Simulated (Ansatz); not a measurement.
Mulliken charges of BrF$_{2}$H$_{3}$Si$_{2}$, SMILES `F[SiH2][SiH](F)Br` from PBE/def2-TZVPP in Ansatz (PBE0-D4/def2-TZVP geometry).

```csv
atom,x (Å),y (Å),z (Å),charge (e)
F1,-0.400,2.158,0.510,-0.276
Si2,0.397,0.802,0.817,0.414
Si3,-0.423,-0.859,-0.629,0.472
F4,0.337,-2.226,-0.297,-0.260
Br5,0.043,-0.278,-2.710,-0.173
H6,1.842,1.028,0.568,-0.055
H7,0.173,0.443,2.240,-0.062
H8,-1.878,-1.125,-0.556,-0.060
```

Task: By hand: the dipole of these point charges (1 e Å = 4.8032 D).

Result: Σ q r = (-0.019, -0.059, 0.310) e Å, of length 0.316 e Å = 1.52 D.

Task: How does the dipole of the full density compare? (An estimate is asked.)

Result: The calculation gave: (-0.013, -0.019, 0.197) e Å, 0.95 D; the point charges give 1.60 times that, at 5° from its direction.

Point charges leave out the atoms' own dipoles, such as those of lone pairs, and Mulliken's split depends on the basis, so the two needn't agree.
